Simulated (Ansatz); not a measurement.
Two isomers of C2H6GeSi: A = `C1=[CH][GeH2][SiH2]1`, B = `C=[C]1[SiH2][GeH2]1`.

Isolated molecules relaxed with PBE0-D4/def2-TZVP in Ansatz; ΔE leaves out vibrations. CCSD(T)/CBS adds triple-zeta CCSD(T) − MP2 to the extrapolated MP2 energy (def2 sets, frozen cores). Functionals use def2-TZVPP. B3LYP here is the variant with VWN-RPA as its local correlation; programs differ in this. For Ge outer-core shells are correlated without core-valence functions, which leaves a few kJ/mol of doubt a bond. Scalar relativity is left out up to krypton.

(1) Which isomer does CCSD(T)/CBS put lower? Give the gap. (Estimate.)

(2) Give E(B) − E(A) in kcal/mol with B2PLYP, CCSD/def2-TZVPP, PBE-D4, r2SCAN-D4, PBE0-D4, B3LYP-D4, CCSD(T)/def2-TZVPP. (An estimate is asked.)

Largest T1 diagnostic: 0.013.

Results:

(1) The calculation gave: A, by 23.5 kcal/mol.

(2) Computed: B2PLYP 22.7, CCSD/def2-TZVPP 24.4, PBE-D4 20.7, r2SCAN-D4 21.2, PBE0-D4 22.8, B3LYP-D4 21.8, CCSD(T)/def2-TZVPP 23.8. None reverses the order clearly.

From PBE to PBE0 (25 % exact exchange), in def2-TZVPP and without D4, E(B) − E(A) moves by +2.2 kcal/mol. In def2-TZVPP, CCSD(T) changes the Hartree–Fock value by −2.4 kcal/mol (the triples alone add −0.5 kcal/mol) and MP2 by −2.0 kcal/mol.
